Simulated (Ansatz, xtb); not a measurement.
## Isomers of C7H4ClN in order of energy

6 gas-phase structures of C7H4ClN, from a drawn sample of its isomers (lower ones may exist). Each was relaxed with GFN2-xTB:

A. `C#Cc1ccc(Cl)cn1`, a singlet
B. `N#Cc1cccc(Cl)c1`, a singlet
C. `C=C1C=C(Cl)C=C1C#N`, a singlet
D. `C#Cc1cncc(Cl)c1`, a singlet
E. `N#Cc1ccc(Cl)cc1`, a singlet
F. `C=C1C(Cl)=CC=C1C#N`, a singlet

Q: Estimate their order in r2SCAN-D4/def2-SVP energy at these geometries, lowest first.

A: Calculated order at r2SCAN-D4/def2-SVP: E (0.0), B (3.1), F (137.8), C (139.0), D (164.6), A (167.7) kJ/mol. Less than 1 kcal/mol parts E and B; F and C; D and A, so the order within those pairs means little.

Energies above the lowest of each column, in kJ/mol; the last columns are at PBE-D3(BJ)/def2-SVP geometries and were run for some of them only (a dash: not run or not comparable):

| structure | GFN2-xTB | HF/STO-3G | r2SCAN-D4/def2-SVP | PBE-D3(BJ)/def2-SVP | CCSD(T)/def2-SVP + ΔMP2/def2-TZVPP |
| --- | --- | --- | --- | --- | --- |
| E | 0.0 | 0.0 | 0.0 | 0.0 | 0.0 |
| B | 1.7 | 1.1 | 3.1 | 2.9 | 1.7 |
| F | 122.7 | 176.4 | 137.8 | 130.5 | 128.0 |
| C | 123.0 | 177.1 | 139.0 | – | – |
| D | 82.1 | 211.9 | 164.6 | – | – |
| A | 85.7 | 213.8 | 167.7 | – | – |

Every level run on E puts it lowest or level with the lowest. Frequencies (GFN2-xTB) were run for B, E, F alone. ΔMP2 is the change of the MP2 energy from the smaller to the larger basis.

Over these structures GFN2-xTB departs from r2SCAN-D4/def2-SVP by 32.9 kJ/mol on average once a common shift is removed. A GFN2-xTB relaxation took about 0.098 s and the r2SCAN-D4/def2-SVP energy about 2.1 s on a shared host (Ansatz 0.2.0, xtb 6.7.1).
